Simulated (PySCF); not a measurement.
An unknown is described by computed data only.

Formula: C3H12BPSi.

| Item | Value |
| --- | --- |
| NMR, other nuclei | isotropic shieldings of nuclei other than C and H, by class: 5 (1 B), 430 (1 Si), 527 (1 P) ppm [GIAO PBE0/pcSseg-1] |
| Triplet | lowest triplet excitation (Tamm–Dancoff): 4.31 eV [TDA CAM-B3LYP/def2-SVPD] |
| 1H NMR | chemical shifts (computed TMS as zero) by class: 4.11 (3 H), 2.23 (1 H), 1.56 (2 H), 1.09 (3 H), 1.02 (3 H) ppm [GIAO PBE0/pcSseg-1] |
| Rotational structure | rotational constants A, B, C: 3.939, 1.040, 0.946 GHz [PBE0-D3(BJ)/def2-SVP] |
| Dipole | 1.17 D [CAM-B3LYP/def2-SVPD] |
| UV, strongest line | among the 10 lowest singlet transitions: S2 at 6.06 eV (205 nm, f = 0.089) [TDDFT CAM-B3LYP/def2-SVPD] |
| 13C NMR | chemical shifts (computed TMS as zero) by class: 28.2 (1 C), 12.6 (1 C), 10.7 (1 C) ppm [GIAO PBE0/pcSseg-1] |
| Polarisability | 108.6 au [CAM-B3LYP/def2-SVPD] |
| Valence photoelectron | vertical ionisation energy: 8.97 eV [ΔSCF CAM-B3LYP/def2-SVPD] |
| UV, first state | lowest singlet excitation: 5.06 eV (245 nm, f = 0.046) [TDDFT CAM-B3LYP/def2-SVPD] |

Electronic properties: PySCF, gas phase, density fitting. Levels stand in brackets. The structure is a single PBE0-D3(BJ)/def2-SVP conformer in the gas phase; no vibrational or solvent corrections. NMR values are class means; diastereotopic atoms form classes of their own.

Question: Propose a structure and show how it fits.

Answer: Numbering: `[CH3:1][CH2:2][B:3]([CH3:4])[PH:5][SiH3:6]`. 3 carbons fall into 3 classes; from least to most shielded: sp3 carbon bound to boron [C2] (28.2 ppm), sp3 carbon bound to boron [C4] (12.6 ppm), methyl carbon [C1] (10.7 ppm). Hydrogen classes from least to most shielded: 3 H on an SiH3 silicon, Si6 (4.11 ppm), 1 H on a three-coordinate phosphorus, P5 (2.23 ppm), 2 H on an sp3 carbon bound to boron, C2 (1.56 ppm, a mean of values up to 0.8 ppm apart in this geometry), 3 H on an sp3 carbon bound to boron, C4 (1.09 ppm, a mean of values up to 0.6 ppm apart in this geometry), 3 H on a methyl carbon, C1 (1.02 ppm). The other shieldings belong to: 5 ppm, three-coordinate boron [B3]; 430 ppm, SiH3 silicon [Si6]; 527 ppm, three-coordinate phosphorus [P5]. The first electron is taken from the HOMO, whose largest Löwdin shares are 0.58 on the three-coordinate phosphorus, 0.14 on the three-coordinate boron, 0.09 on the SiH3 silicon and 0.05 on the P–H hydrogen. The optimised geometry has point group C1 and is an asymmetric top. Structure: `CCB(C)P[SiH3]`. Computed isomers that give other values at the same levels: `CC(C)BP[SiH3]` (13C chemical shifts (computed TMS as zero) by class: 27.1 (1 C), 18.5 (2 C) ppm); `CC[C@H]([SiH3])BP` (13C chemical shifts (computed TMS as zero) by class: 40.9 (1 C), 30.4 (1 C), 22.6 (1 C) ppm); `CCCBP[SiH3]` (13C chemical shifts (computed TMS as zero) by class: 38.6 (1 C), 25.2 (1 C), 20.5 (1 C) ppm). The assignments are read from this structure; whether some other isomer fits the data as well wasn't checked.

The values belong to the conformer `[CH3:1][CH2:2][B:3]([CH3:4])[PH:5][SiH3:6]`: C1–C2–B3–C4 16°, C2–B3–P5–Si6 -124°.
